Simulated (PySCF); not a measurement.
**Ne⁺: excitation energy**

Ne⁺ [He] 2s2 2p5 (2P) → Ne⁺ [He] 2s1 2p6 (2S), as a difference of total energies. Computed with PySCF 2.14 in x2c-QZVPPall with one added diffuse shell each of s, p, d, f type (8s5p4d3f1g, 73 functions), with the spin-free X2C one-electron Hamiltonian (Gaussian nucleus). Correlated levels: valence: 1s2 frozen; valence and next inner shell: nothing frozen. The calculations carry no spin-orbit coupling.

```csv
method,excitation energy (eV)
UHF,29.697
LDA,22.868
PBE,23.664
PBE0,25.175
r2SCAN,25.736
PBEsol,23.432
wB97X,24.792
PW91,23.623
MP2 (valence),27.574
MP2 (valence and next inner shell),27.506
SCS-MP2 (valence and next inner shell),27.387
```

Q: Estimate what CAM-B3LYP gives.

A: 24.714 eV, closest to wB97X among the rows shown.

Q: Estimate what SCS-MP2 (valence) gives.

A: 27.432 eV, closest to SCS-MP2 (valence and next inner shell) among the rows shown.

Errors of the correlated levels include the incompleteness of this basis and the frozen core.

For comparison: 26.878 eV (measured; NIST levels, between the centres of gravity of the two terms).
